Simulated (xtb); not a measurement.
xtb input (GFN1-xTB):

```bash
xtb mol.xyz --gfn 1 --opt tight --chrg 0 --uhf 0
```
mol.xyz:
```
3

Cd     0.00000000     0.00000000     0.00000000
Br     0.00000000     0.00000000     2.42492818
Br    -0.00000000    -0.00000000    -2.42492818
```

End of the output:

```
         :::::::::::::::::::::::::::::::::::::::::::::::::::::
         ::                     SUMMARY                     ::
         :::::::::::::::::::::::::::::::::::::::::::::::::::::
         :: total energy              -8.673448899913 Eh    ::
         :: gradient norm              0.000121995254 Eh/a0 ::
         :: HOMO-LUMO gap              4.128957331940 eV    ::
         ::.................................................::
         :: SCC energy                -8.688601153017 Eh    ::
         :: -> electrostatic           0.011447363602 Eh    ::
         :: repulsion energy           0.016245680085 Eh    ::
         :: dispersion energy         -0.001093426980 Eh    ::
         :: halogen bond corr.         0.000000000000 Eh    ::
         :: add. restraining           0.000000000000 Eh    ::
         :: total charge               0.000000000000 e     ::
         :::::::::::::::::::::::::::::::::::::::::::::::::::::

           -------------------------------------------------
          |                Property Printout                |
           -------------------------------------------------

    * Orbital Energies and Occupations

         #    Occupation            Energy/Eh            Energy/eV
      -------------------------------------------------------------
         1        2.0000           -0.6677152             -18.1695
         2        2.0000           -0.6649979             -18.0955
         3        2.0000           -0.4959942             -13.4967
         4        2.0000           -0.4140193             -11.2660
         5        2.0000           -0.4140193             -11.2660
         6        2.0000           -0.4081103             -11.1052
         7        2.0000           -0.4035120             -10.9801
         8        2.0000           -0.4035120             -10.9801 (HOMO)
         9                         -0.2517756              -6.8512 (LUMO)
        10                         -0.1192894              -3.2460
        11                         -0.1192894              -3.2460
        12                         -0.0541819              -1.4744
        13                         -0.0541819              -1.4744
        14                         -0.0540128              -1.4698
        15                         -0.0540128              -1.4698
        16                         -0.0531316              -1.4458
        17                         -0.0531316              -1.4458
        18                         -0.0515451              -1.4026
        19                          0.0180847               0.4921
       ...                                ...                  ...
        22                          0.3734728              10.1627
      -------------------------------------------------------------
                  HL-Gap            0.1517364 Eh            4.1290 eV
             Fermi-level           -0.3276438 Eh           -8.9156 eV

  Mulliken/CM5 charges         n(s)   n(p)   n(d)
     1Cd    0.33442  0.42205   1.135  0.530  0.000
     2Br   -0.16721 -0.21102   1.920  5.250 -0.003
     3Br   -0.16721 -0.21102   1.920  5.250 -0.003

Wiberg/Mayer (AO) data.
largest (>0.10) Wiberg bond orders for each atom

 ---------------------------------------------------------------------------
     #   Z sym  total        # sym  WBO       # sym  WBO       # sym  WBO
 ---------------------------------------------------------------------------
     1  48 Cd   1.948 --     3 Br   0.974     2 Br   0.974
     2  35 Br   1.259 --     1 Cd   0.974     3 Br   0.285
     3  35 Br   1.259 --     1 Cd   0.974     2 Br   0.285
 ---------------------------------------------------------------------------

Topologies differ in total number of bonds
Writing topology from bond orders to xtbtopo.mol

 dipole moment from electron density (au)
     X       Y       Z
  -0.0000   0.0000  -0.0000  total (Debye):    0.000

           -------------------------------------------------
Note: The following floating-point exceptions are signalling: IEEE_UNDERFLOW_FLAG IEEE_DENORMAL
normal termination of xtb
          |                Geometry Summary                 |
           -------------------------------------------------

      molecular mass/u    :      272.2186134
   center of mass at/Å    :       -0.0000000       0.0000000       0.0000000
  moments of inertia/u·Å² :        0.7799969E-28   0.9468036E+03   0.9468036E+03
rotational constants/cm⁻¹ :        0.2161244E+30   0.1780478E-01   0.1780478E-01

 * 2 selected distances

     #   Z          #   Z                                           value/Å
     1  48 Cd       2  35 Br                                      2.4340639 (max)
     1  48 Cd       3  35 Br                                      2.4340639

 * 1 distinct bonds (by element types)

   Z      Z             #   av. dist./Å        max./Å        min./Å
  35 Br  48 Cd          2     2.4340639     2.4340639     2.4340639

optimized geometry written to: xtbopt.xyz

           -------------------------------------------------
          | TOTAL ENERGY               -8.673448899913 Eh   |
          | GRADIENT NORM               0.000121995254 Eh/α |
          | HOMO-LUMO GAP               4.128957331940 eV   |
           -------------------------------------------------

------------------------------------------------------------------------
------------------------------------------------------------------------
 total:
 SCF:
 ANC optimizer:
```
